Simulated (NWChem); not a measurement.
System: ethylenediamine (C₂H₈N₂); SMILES NCCN

Input file for NWChem:

```
start job
memory heap 200 mb stack 900 mb global 1100 mb
geometry units angstroms noautoz
  N     -0.196185     1.849789    -0.042850
  C      0.494621     0.576900    -0.024201
  C     -0.494621    -0.576900    -0.024201
  N      0.196185    -1.849789    -0.042850
  H      0.464505     2.615744    -0.147591
  H     -0.675347     2.007684     0.842188
  H      1.192616     0.442368     0.834074
  H      1.114477     0.489118    -0.931144
  H     -1.114477    -0.489118    -0.931144
  H     -1.192616    -0.442368     0.834074
  H     -0.464505    -2.615744    -0.147591
  H      0.675347    -2.007684     0.842188
end
basis spherical
  * library sto-3g
end
dft
  xc b3lyp
  iterations 150
  mulliken
end
task dft energy
```

Excerpt of the output:

```
             Northwest Computational Chemistry Package (NWChem) 7.3.0
             --------------------------------------------------------

 C2  symmetry detected

                             Geometry "geometry" -> ""
                             -------------------------

 Output coordinates in angstroms (scale by  1.889725989 to convert to a.u.)

  No.       Tag          Charge          X              Y              Z
 ---- ---------------- ---------- -------------- -------------- --------------
    1 N                    7.0000    -0.17263975     1.85213483    -0.05181300
    2 C                    6.0000     0.50191917     0.57056173    -0.03316400
    3 C                    6.0000    -0.50191917    -0.57056173    -0.03316400
    4 N                    7.0000     0.17263975    -1.85213483    -0.05181300
    5 H                    1.0000     0.49773978     2.60962386    -0.15655400
    6 H                    1.0000    -0.64975455     2.01611201     0.83322500
    7 H                    1.0000     1.19814645     0.42716209     0.82511100
    8 H                    1.0000     1.12060843     0.47490224    -0.94010700
    9 H                    1.0000    -1.12060843    -0.47490224    -0.94010700
   10 H                    1.0000    -1.19814645    -0.42716209     0.82511100
   11 H                    1.0000    -0.49773978    -2.60962386    -0.15655400
   12 H                    1.0000     0.64975455    -2.01611201     0.83322500

 Effective nuclear repulsion energy (a.u.)     132.2959476227

      Symmetry information
      --------------------

 Group name             C2
 Group number              4
 Group order               2
 No. of unique centers     6

                                 NWChem DFT Module
                                 -----------------

 Summary of "ao basis" -> "ao basis" (spherical)
 ------------------------------------------------------------------------------
       Tag                 Description            Shells   Functions and Types
 ---------------- ------------------------------  ------  ---------------------
 N                           sto-3g                  3        5   2s1p
 C                           sto-3g                  3        5   2s1p
 H                           sto-3g                  1        1   1s

      Symmetry analysis of basis
      --------------------------

        a          14
        b          14

            General Information
            -------------------
          SCF calculation type: DFT
          Wavefunction type:  closed shell.
          No. of atoms     :    12
          No. of electrons :    34
           Alpha electrons :    17
            Beta electrons :    17
          Charge           :     0
          Spin multiplicity:     1
          Use of symmetry is: on ; symmetry adaption is: on
          Maximum number of iterations: 150
          AO basis - number of functions:    28
                     number of shells:    20
          Convergence on energy requested:  1.00D-06
          Convergence on density requested:  1.00D-05
          Convergence on gradient requested:  5.00D-04

              XC Information
              --------------
                         B3LYP Method XC Potential
                     Hartree-Fock (Exact) Exchange  0.200
                        Slater Exchange Functional  0.800 local
                    Becke 1988 Exchange Functional  0.720 non-local
              Lee-Yang-Parr Correlation Functional  0.810
                  VWN I RPA Correlation Functional  0.190 local

             Grid Information
             ----------------
          Grid used for XC integration:  medium
          Radial quadrature: Mura-Knowles
          Angular quadrature: Lebedev.
          Tag              B.-S. Rad. Rad. Pts. Rad. Cut. Ang. Pts.
          ---              ---------- --------- --------- ---------
          N                   0.65       49          11.0       434
          C                   0.70       49           9.0       434
          H                   0.35       45          12.0       434
          Grid pruning is: on
          Number of quadrature shells:   278
          Spatial weights used:  Erf1

      Superposition of Atomic Density Guess
      -------------------------------------

 Sum of atomic energies:        -185.32156920

      Non-variational initial energy
      ------------------------------

 Total energy =    -186.252725
 1-e energy   =    -515.788537
 2-e energy   =     197.239865
 HOMO         =      -0.140974
 LUMO         =       0.504259

      Symmetry analysis of molecular orbitals - initial
      -------------------------------------------------

  Numbering of irreducible representations:

     1 a           2 b

  Orbital symmetries:

     1 b           2 a           3 a           4 b           5 a
     6 b           7 a           8 b           9 a          10 b
    11 b          12 a          13 a          14 b          15 a
    16 b          17 a          18 b          19 a          20 b
    21 a          22 b          23 a          24 b          25 a
    26 b          27 a

     ---------------------------------------------
      Total Density - Mulliken Population Analysis
     ---------------------------------------------

    Atom       Charge   Shell Charges
 -----------   ------   -------------------------------------------------------
    1 N    7     7.64   2.00  1.63  4.02
    2 C    6     5.85   1.99  1.25  2.61
    3 C    6     5.85   1.99  1.25  2.61
    4 N    7     7.64   2.00  1.63  4.02
    5 H    1     0.77   0.77
    6 H    1     0.77   0.77
    7 H    1     1.00   1.00
    8 H    1     0.98   0.98
    9 H    1     0.98   0.98
   10 H    1     1.00   1.00
   11 H    1     0.77   0.77
   12 H    1     0.77   0.77

[...]
```

Level: B3LYP/STO-3G. Structure relaxed at the PBE0/def2-SVP level.
